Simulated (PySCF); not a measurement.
# Frontier orbitals and the lowest excitations

Species: TeF4.
Geometry (PBE0-D3(BJ)/def2-SVP, Å), atoms numbered from 1 in this order:
```xyz
5
TeF4 angstrom
Te    -0.4469   -0.3826   -0.0210
F     -0.2870   -0.2756    1.9107
F     -0.2119   -0.1491   -1.9333
F      1.4162   -0.6990    0.0041
F     -0.4704    1.5063    0.0395
```

Computed, not measured: PySCF 2.14.0, density-fitted response routines, TDDFT CAM-B3LYP/def2-SVPD, vertical, gas phase, core orbitals frozen in the response, def2 core potentials past Kr. Spin–orbit coupling is left out.

Frontier orbitals with the atoms that hold most of them (Löwdin shares over 4%, at most four atoms; ? is withheld):

```
orbital  ε (eV)                           atoms
 HOMO-3  -13.68    F2 44%, F3 44%, F5 6%, F4 5%
 HOMO-2  -13.45  F3 37%, F2 36%, F4 13%, F5 12%
 HOMO-1  -13.32                               ?
   HOMO       ?                               ?
   LUMO   -2.46  Te1 64%, F4 12%, F5 12%, F2 6%
 LUMO+1   -1.15  Te1 53%, F5 15%, F4 15%, F2 8%
 LUMO+2   -0.07  Te1 65%, F3 13%, F2 13%, F4 5%
```

Problem. Give the leading atoms of the HOMO-1.

Solution. F3 (bonded to Te) 36%; F2 (bonded to Te) 36%; F5 (bonded to Te) 14%; F4 (bonded to Te) 13%.

Problem. Which atoms hold the HOMO, and with what shares?

Solution. Te1 (bonded to 4 F) 32%; F2 (bonded to Te) 29%; F3 (bonded to Te) 29%; F4 (bonded to Te) 5%. By element: fluorine 63% or more, tellurium 32%.

Problem. What is the HOMO energy, and the HOMO–LUMO gap?

Solution. ε(HOMO) = -11.95 eV; the gap is 9.48 eV (0.3485 hartree).

Problem. The HOMO–LUMO gap is 9.48 eV. Where does the response calculation put the lowest singlet, and from which orbitals?

Solution. S1 is at 6.02 eV (f = 0.056), 3.46 eV below the gap, made of HOMO→LUMO (98%). 

Problem. One configuration dominates each of S1, S2, S3 and S4. Which, and how do the shares of the two leading atoms of either orbital change from the occupied to the empty one?

Solution. 
- S1 (6.02 eV, f 0.056), HOMO→LUMO (98%): Te1 32% → 64%, F2 29% → 6%, F4 5% → 12%
- S2 (7.10 eV, f 0.0000), HOMO-2→LUMO (97%): F3 37% → at most 6%, F2 36% → 6%, Te1 at most 3% → 64%, F4 13% → 12%
- S3 (7.12 eV, f 0.010), HOMO-1→LUMO (86%): F3 36% → at most 6%, F2 36% → 6%, Te1 at most 2% → 64%, F4 13% → 12%
- S4 (7.13 eV, f 0.072), HOMO→LUMO+1 (88%): Te1 32% → 53%, F2 29% → 8%, F5 at most 5% → 15%
